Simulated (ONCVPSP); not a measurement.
# Reading a pseudo-wave (N (Z = 7))

Columns: radius, all-electron u(r) and pseudo u(r) of the 2p shell (level -7.09 eV) of nitrogen in the configuration [He] 2s2 2p3; PBE, scalar-relativistic, ONCV scheme, ONCVPSP 4.0.1.

```json
{"r (bohr)": "0.108", "all-electron": "0.0828", "pseudo": "0.0271"}
{"r (bohr)": "0.215", "all-electron": "0.2360", "pseudo": "0.1033"}
{"r (bohr)": "0.322", "all-electron": "0.3907", "pseudo": "0.2181"}
{"r (bohr)": "0.430", "all-electron": "0.5231", "pseudo": "0.3570"}
{"r (bohr)": "0.538", "all-electron": "0.6254", "pseudo": "0.5004"}
{"r (bohr)": "0.645", "all-electron": "0.6988", "pseudo": "0.6300"}
{"r (bohr)": "0.752", "all-electron": "0.7466", "pseudo": "0.7339"}
{"r (bohr)": "0.860", "all-electron": "0.7726", "pseudo": "0.8056"}
{"r (bohr)": "0.968", "all-electron": "0.7809", "pseudo": "0.8422"}
{"r (bohr)": "1.075", "all-electron": "0.7755", "pseudo": "0.8472"}
{"r (bohr)": "1.182", "all-electron": "0.7602", "pseudo": "0.8275"}
{"r (bohr)": "1.290", "all-electron": "0.7374", "pseudo": "0.7908"}
{"r (bohr)": "1.398", "all-electron": "0.7097", "pseudo": "0.7456"}
{"r (bohr)": "1.505", "all-electron": "0.6790", "pseudo": "0.6993"}
{"r (bohr)": "1.612", "all-electron": "0.6464", "pseudo": "0.6557"}
{"r (bohr)": "1.720", "all-electron": "0.6127", "pseudo": "0.6158"}
{"r (bohr)": "1.828", "all-electron": "0.5788", "pseudo": "0.5795"}
{"r (bohr)": "1.935", "all-electron": "0.5456", "pseudo": "0.5456"}
{"r (bohr)": "2.042", "all-electron": "0.5131", "pseudo": "0.5131"}
{"r (bohr)": "2.150", "all-electron": "0.4815", "pseudo": "0.4815"}
{"r (bohr)": "2.258", "all-electron": "0.4511", "pseudo": "0.4511"}
{"r (bohr)": "2.365", "all-electron": "0.4223", "pseudo": "0.4223"}
{"r (bohr)": "2.472", "all-electron": "0.3950", "pseudo": "0.3950"}
{"r (bohr)": "2.580", "all-electron": "0.3689", "pseudo": "0.3689"}
{"r (bohr)": "2.688", "all-electron": "0.3442", "pseudo": "0.3442"}
{"r (bohr)": "2.795", "all-electron": "0.3212", "pseudo": "0.3212"}
```

**Question.** How many radial nodes do the two functions have?

**Answer.** The all-electron 2p function has n − l − 1 = 0; the pseudo-wave has 0.

**Question.** At about which radius was the pseudo-wave matched?

**Answer.** 2.15 bohr. The columns agree to 0.0005 from 1.94 bohr on; several derivatives are matched, so the curves merge somewhat inside the radius.

**Question.** Is the pseudo-wave norm-conserving?

**Answer.** Yes: the ONCV scheme keeps the norm inside the radius equal to the all-electron one, which fixes the energy derivative of the logarithmic derivative at the level.
